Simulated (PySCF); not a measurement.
**Functional benchmark on one molecule**

Molecule: `CCCS(=O)(=O)Cl`, C₃H₇ClO₂S.

Geometry:
| atom | x (Å) | y (Å) | z (Å) |
| --- | --- | --- | --- |
| C1 | -3.394 | 3.521 | -1.172 |
| C2 | -4.171 | 2.796 | -2.259 |
| C3 | -5.073 | 1.678 | -1.767 |
| S4 | -6.545 | 2.193 | -0.883 |
| O5 | -7.335 | 1.018 | -0.584 |
| O6 | -6.229 | 3.173 | 0.134 |
| Cl7 | -7.539 | 3.219 | -2.432 |
| H8 | -2.791 | 2.815 | -0.578 |
| H9 | -4.064 | 4.052 | -0.484 |
| H10 | -2.705 | 4.253 | -1.618 |
| H11 | -4.777 | 3.502 | -2.850 |
| H12 | -3.474 | 2.329 | -2.974 |
| H13 | -4.579 | 1.022 | -1.030 |
| H14 | -5.471 | 1.049 | -2.576 |

Geometry PBE0-D3(BJ)/def2-SVP throughout; GIAO in PySCF 2.14.0 with density-fitted response routines, gas phase, one conformer, non-relativistic; equivalent atoms averaged; basis pcSseg-1.

Reference values (measured; solution, not stated per compound (mostly CDCl3 or CCl4); Pretsch, Buehlmann, Badertscher, Structure Determination of Organic Compounds, 4th ed. (2009)): δ(C3) = 67.1 ppm, δ(C2) = 18.4 ppm, δ(C1) = 12.1 ppm. Computed shifts are taken against TMS, calculated as an isolated molecule at each level.

Task: How do the functionals HF, BLYP, OPBE, KT2, BHandHLYP, wB97X-D perform against the reference? Times are CPU seconds on 1 thread of an Arm Neoverse V1, shared host; the GGAs took longer than the global hybrids here, which isn't the general rule, and the cause wasn't traced.

Result: 
```
functional                    kind    C3    C2    C1  mean abs. error C  core-s
        HF            Hartree–Fock  63.5  16.7  12.6                1.9     9.7
      BLYP                     GGA  77.1  23.7  14.1                5.8      29
      OPBE                     GGA  69.3  21.5  13.2                2.1      30
       KT2                     GGA  73.3  22.8  13.8                4.1      31
 BHandHLYP           global hybrid  71.2  19.6  13.1                2.1      17
   wB97X-D  range-separated hybrid  72.7  20.0  13.0                2.7      23
```

For 13C the closest is HF (1.9 ppm, with BHandHLYP, OPBE practically level) and the furthest BLYP (5.8 ppm). One molecule is a small sample, and vibrational and solvent effects are absent from the calculation.
